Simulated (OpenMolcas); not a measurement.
## Co⁵⁺: effect of the active space

```json
{"Program": "OpenMolcas", "Method": "MS-CASPT2 or its RAS form, IPEA 0.25 Eh, imaginary shift 0.1 Eh", "Basis": "ANO-RCC-VQZP", "Scalar Hamiltonian": "DKH2, point nucleus", "Spin-orbit coupling": "RASSI with atomic mean-field integrals over the reference wave functions, term energies averaged over their components"}
```

A. 4 electrons in 5 orbitals (3d); 2S+1 = 5 even, 5 roots; 2S+1 = 3 even, 45 roots; 2S+1 = 1 even, 50 roots; closed shells correlated: 3s 3p; CASPT2 step roughly 70 core-seconds
B. 10 electrons in 8 orbitals (RAS1 3p, at most 2 holes; RAS2 3d); 2S+1 = 5 even, 5 roots; 2S+1 = 3 even, 45 roots; 2S+1 = 1 even, 44 roots; closed shells correlated: 3s; CASPT2 step of the order of 80 core-seconds
C. 4 electrons in 10 orbitals (3d 4d); 2S+1 = 5 even, 5 roots; 2S+1 = 3 even, 45 roots; 2S+1 = 1 even, 44 roots; closed shells correlated: 3s 3p; CASPT2 step of the order of 11 core-minutes

Energies in cm-1 above 3d4 5D0, the measured ground level; measured values from Sugar and Corliss, J. Phys. Chem. Ref. Data 10, 1097 (1981).

```
     Level      A      B      C  Measured
   3d4 5D0    0.0    0.0    0.0       0.0
   3d4 5D1    211    215    212       204
   3d4 5D2    614    626    619       589
   3d4 5D3   1184   1207   1194      1125
   3d4 5D4   1893   1931   1914      1782
3d4 3P0(1)  27480  27810  27670     27166
   3d4 3H4  28690  28710  28770     28377
3d4 3P1(1)  28730  29090  28940     28462
   3d4 3H5  29160  29180  29260     28806
   3d4 3H6  29660  29690  29790     29234
3d4 3P2(1)  30810  31200  31030     30506
3d4 3F2(1)  30960  31270  31130     30555
3d4 3F3(1)  31060  31370  31240     30635
3d4 3F4(1)  31280  31590  31470     30817
   3d4 3G3  34590  34840  34680     34026
   3d4 3G4  35100  35370  35210     34475
   3d4 3G5  35520  35780  35650     34855
   3d4 3D3  42580  43140  42700     41676
   3d4 3D2  42750  43310  42870     41856
   3d4 3D1  42940  43500  43040     42098
3d4 1G4(1)  43020  43300  43220     41926
   3d4 1I6  43590  43340  43740     42800
   3d4 1F3  61180  61470  61440     59930
3d4 3P2(2)  71840  72030  71940     70164
```

Deviations, from unrounded energies. A percentage is the sum of absolute deviations over the sum of measured energies, with the sign that they share, or ± where signs differ.

| Against measurement | Levels | A | B | C |
| --- | --- | --- | --- | --- |
| mean absolute deviation (cm-1) | 23 | 560 | 780 | 680 |
| fine structure of the ground term (%) | 4 | +5.5 | +7.6 | +6.5 |
| other terms of the ground configuration (%) | 19 | +1.8 | +2.5 | +2.2 |

A lies closest to measurement on these levels and B furthest from it. The largest miss of A in the table is 3d4 3P2(2), by +1700 cm-1. The ranking rests on the paired levels alone, and a cruder setting can come out closer through cancelling errors.

The spin-orbit steps hold different terms of 3d4 (B lacks a 1D, a 1S; C lacks a 1D, a 1S), which shifts levels as well.

The two smallest mean deviations differ by little beside CASPT2's spread within terms, so their order carries little weight.

Among A to C the level of the table that moves most is 3d4 3D1, by 560 cm-1 (lowest in A, highest in B). Moves below CASPT2's spread within the term are not significant.

CASPT2 does not keep the components of a term degenerate, so their means are used; among the terms shown or strongly mixed into the levels shown the widest spread is 1200 cm-1 (3d4 1I, B). The CASPT2 spread within a term exceeds the gap to the next term for 3d4 3D and 3d4 1G(1), 3d4 1G(1) and 3d4 1I, so the order of their levels is uncertain (figures for A; the like holds for B, C). Active for correlation alone: 3p; no level in the range computed is led by a configuration that opens it, so any true level of that kind is missing (holds for B). Active for correlation alone: 4d; no level in the range computed is led by a configuration that fills it, so any true level of that kind is missing (holds for C). Measured partners are found by configuration, term and J. A level has none where our copy of the source lacks it or the pairing is in doubt (some pairs that miss far off the trend of their configuration count as doubtful), and it then counts in no deviation. Levels of configurations outside the active space are missing. Levels that lie high or do not pair safely by name in every column are left out.

A number in round brackets counts repeated terms of one configuration in the order of the reference energies.
